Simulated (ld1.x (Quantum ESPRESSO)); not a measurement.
# u(r) = r·R(r): atom against pseudo-atom (Si)

Columns: radius, all-electron u(r) and pseudo u(r) of the 3p shell (level -4.75 eV) of silicon in the configuration [Ne] 3s1 3p3; LDA (PZ), non-relativistic, RRKJ scheme, ld1.x (Quantum ESPRESSO) 7.5.

```
r (bohr)  all-electron   pseudo
   0.093        0.0966  -0.0047
   0.185        0.2127  -0.0182
   0.278        0.2687  -0.0396
   0.370        0.2649  -0.0667
   0.463        0.2190  -0.0985
   0.555        0.1485  -0.1325
   0.648        0.0644  -0.1687
   0.740       -0.0232  -0.2058
   0.833       -0.1107  -0.2446
   0.925       -0.1928  -0.2845
   1.018       -0.2693  -0.3265
   1.110       -0.3374  -0.3695
   1.203       -0.3983  -0.4135
   1.295       -0.4505  -0.4562
   1.388       -0.4955  -0.4969
   1.480       -0.5328  -0.5328
   1.573       -0.5635  -0.5635
   1.665       -0.5876  -0.5876
   1.758       -0.6061  -0.6061
   1.850       -0.6192  -0.6192
   1.943       -0.6278  -0.6278
   2.035       -0.6322  -0.6322
   2.128       -0.6329  -0.6329
   2.220       -0.6306  -0.6306
   2.313       -0.6255  -0.6255
   2.405       -0.6181  -0.6181
```

Question: How many radial nodes do the two functions have?

Answer: The all-electron 3p function has n − l − 1 = 1; the pseudo-wave has 0, since the states of the same l below it are removed with the core.

Question: At about which radius was the pseudo-wave matched?

Answer: 1.55 bohr, where the columns begin to agree (steps of 0.09 bohr).

Question: Is the pseudo-wave norm-conserving?

Answer: Yes: the RRKJ scheme keeps the norm inside the radius equal to the all-electron one, which fixes the energy derivative of the logarithmic derivative at the level.
